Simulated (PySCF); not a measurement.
Radial density of B (boron, neutral)

UHF, [He] 2s2 3d1, 2D determinant (an excited configuration). Calculation: PySCF 2.14, in x2c-QZVPPall with one added diffuse shell each of s, p, d, f type (8s5p4d3f1g, 73 functions); the spin-free X2C one-electron Hamiltonian (Gaussian nucleus).

```
r (bohr)  4πr²ρ (e/bohr)  4πr²(ρα − ρβ)
 0.00595         0.03107         0.0000
  0.0100         0.08387         0.0000
  0.0168          0.2205        -0.0001
  0.0283          0.5547        -0.0001
  0.0476           1.292        -0.0003
  0.0801           2.650        -0.0007
   0.135           4.391        -0.0010
   0.226           5.116        -0.0009
   0.381           3.335        -0.0001
   0.641           1.032        -0.0007
    1.08          0.9989        -0.0030
    1.81           1.058         0.0094
    3.05          0.2983         0.0648
    5.13          0.2614         0.2563
    8.63         0.04007         0.0401
```

Densities and radii are taken from the X2C orbitals without a picture-change correction, which distorts them close to the nucleus.

The outer electron is Rydberg-like, and this basis confines it to a smaller radius and binds it less than a complete one would.

Question: Where is the radial spin density 4πr²(ρα − ρβ) most negative, and why is it negative at all?

Answer: Around r = 1.08 bohr, down to -0.0030 e/bohr: exchange with the open shell polarises the paired shells in an unrestricted calculation.
